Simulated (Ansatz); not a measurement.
Spin states of CsBr₂⁻ (the lowest singlet isomer of a short search), each relaxed with PBE0-D4/def2-TZVPD in Ansatz. Electronic energies in the gas phase.

In the def2 sets Cs takes a core potential; there is no spin–orbit coupling. HSE06 is defined as in plane-wave codes, on full-range PBE exchange. Correlated methods freeze 18 core orbitals; core or outer-core shells of Cs, Br are correlated, in sets that lack core-valence functions. HOMO above LUMO, or a gap near zero within one spin, warns that the state may not be the lowest or that an electron is smeared out. The structure comes from a short search, and lower isomers may exist.

Singlet geometry (D∞h within 0.1 Å):

```xyz
3

Cs    0.000    0.000    0.000
Br    1.713    0.888   -2.745
Br   -1.712   -0.888    2.745
```

Triplet geometry:

| atom | x (Å) | y (Å) | z (Å) |
| --- | --- | --- | --- |
| Cs1 | 0.022 | 0.063 | -0.085 |
| Br2 | -3.038 | -0.550 | -1.135 |
| Br3 | 3.016 | 0.487 | 1.220 |

Quintet geometry (D∞h within 0.1 Å):

```xyz
3

Cs    0.000    0.000    0.000
Br   -0.707   -4.599   -0.632
Br    0.708    4.599    0.632
```

⟨S²⟩: triplet 2.00 at PBE0-D4/def2-TZVPD (pure 2.00), quintet 6.01 at PBE0-D4/def2-TZVPD (pure 6.00).

Run but left out: GFN2-xTB (tight binding far off the other levels).

Only these spin states were relaxed. The quintet has other bonds than the singlet, so the gap mixes isomer and spin.

Question: Estimate which spin state lies lowest at each of these levels, and by how much: HF/def2-TZVPD; PBE-D4/def2-TZVPD; r2SCAN-D4/def2-TZVPD; PBE0-D4/def2-TZVPD; r2SCAN0-D4/def2-TZVPD; HSE06-D4/def2-TZVPD; BHLYP-D4/def2-TZVPD; B2PLYP/def2-TZVPD; RPA@PBE/def2-TZVPD; MP2/def2-TZVPD.

Answer: 
```tsv
level	triplet − singlet (kJ/mol)	quintet − singlet (kJ/mol)	lowest of these	remarks
HF/def2-TZVPD	384.8	694.9	singlet	–
PBE-D4/def2-TZVPD	344.1	863.0	singlet	HOMO above zero (quintet), HOMO above zero (triplet), gap within one spin near zero (quintet), gap within one spin near zero (triplet)
r2SCAN-D4/def2-TZVPD	373.5	896.0	singlet	HOMO above zero (quintet), HOMO above zero (triplet)
PBE0-D4/def2-TZVPD	390.2	865.0	singlet	HOMO above zero (quintet), HOMO above zero (triplet)
r2SCAN0-D4/def2-TZVPD	408.3	887.4	singlet	HOMO above zero (quintet), HOMO above zero (triplet)
HSE06-D4/def2-TZVPD	382.7	864.2	singlet	HOMO above zero (quintet), HOMO above zero (triplet)
BHLYP-D4/def2-TZVPD	427.3	862.3	singlet	HOMO above zero (quintet), HOMO above zero (triplet)
B2PLYP/def2-TZVPD	411.8	883.5	singlet	–
RPA@PBE/def2-TZVPD	333.0	794.0	singlet	–
MP2/def2-TZVPD	460.6	888.1	singlet	–
```

Change of the quintet − singlet gap on mixing in exact exchange, in kJ/mol: PBE to PBE0 (25 % exact exchange) 2.0; r2SCAN to r2SCAN0 (25 % exact exchange) -8.6.
